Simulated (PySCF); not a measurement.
Compound: cis-Ti(H2O)2Cl4 (singlet state).
Bonds: Ti1–O2, Ti1–Cl5, Ti1–O6, Ti1–Cl9, Ti1–Cl10, Ti1–Cl11. Hydrogens: H3, H4 on O2; H7, H8 on O6.

Computed, not measured: PySCF, delta-SCF UKS SCAN, pcX-2 on the ionised atom (unc-x2c-TZVPall on a metal), pcseg-1 elsewhere, spin-free X2C. Each binding energy is the total energy of the core-ionised species, with the hole localised on one atom, minus that of the ground state; both are solved self-consistently, so orbital relaxation is included.

Some binding energies are withheld.

```json
{"atom(s)": "O2/O6", "bonded to": "2 H and Ti", "level": "O 1s", "binding energy (eV)": "?"}
{"atom(s)": "Cl5/Cl9", "bonded to": "Ti", "level": "Cl 1s", "binding energy (eV)": "2827.69"}
{"atom(s)": "Cl10/Cl11", "bonded to": "Ti", "level": "Cl 1s", "binding energy (eV)": "?"}
{"atom(s)": "Cl5/Cl9", "bonded to": "Ti", "level": "Cl 2p3/2", "binding energy (eV)": "?"}
{"atom(s)": "Cl10/Cl11", "bonded to": "Ti", "level": "Cl 2p3/2", "binding energy (eV)": "204.90"}
{"atom(s)": "Ti1", "bonded to": "2 O and 4 Cl", "level": "Ti 2p3/2", "binding energy (eV)": "464.15"}
```

Fill in O 1s for O2 (atom 2)/O6.

541.00 eV (oxygen bonded to Ti and 2 H).

What is the Cl 1s binding energy of Cl10/Cl11?

2827.48 eV (chlorine bonded to Ti). The other listed Cl 1s value is that of Cl5/Cl9; the shift against it is -0.21 eV.

What is the Cl 2p3/2 binding energy of Cl5/Cl9?

205.11 eV (chlorine bonded to Ti), with 2p1/2 at 206.76 eV. The other listed Cl 2p3/2 value is that of Cl10/Cl11; the shift against it is +0.21 eV.

The 2 Cl 1s values lie within 0.21 eV of each other; Gaussian lines of 0.5 eV full width would blend them into one maximum.

Which photon energy gives electrons from Ti 2p3/2 of Ti1 a kinetic energy of 50 eV, and what is their de Broglie wavelength?

hν = 464.15 + 50 = 514.15 eV, recoil neglected; λ = 12.264 Å/√(E/eV) = 1.73 Å.

The first atom of each set that the bonding makes equivalent was ionised and stands for the set. The 2p values add to the ΔSCF energy of one spin-free hole a correction within the shell (spin–orbit coupling, ligand field). 2p1/2 minus 2p3/2 (ligand field included): Cl 1.65 eV, Ti 5.72 eV. Satellites of the metal's 2p lines aren't described. Isolated species at its PBE0-D3(BJ)/def2-SVP geometry, gas phase. Metal 2p energies of this one-determinant scheme are less reliable than its 1s energies.

On an Intel Xeon at 2.50 GHz with one thread, on a shared host, this took 3.9 min and 0.74 GiB of memory at its peak.
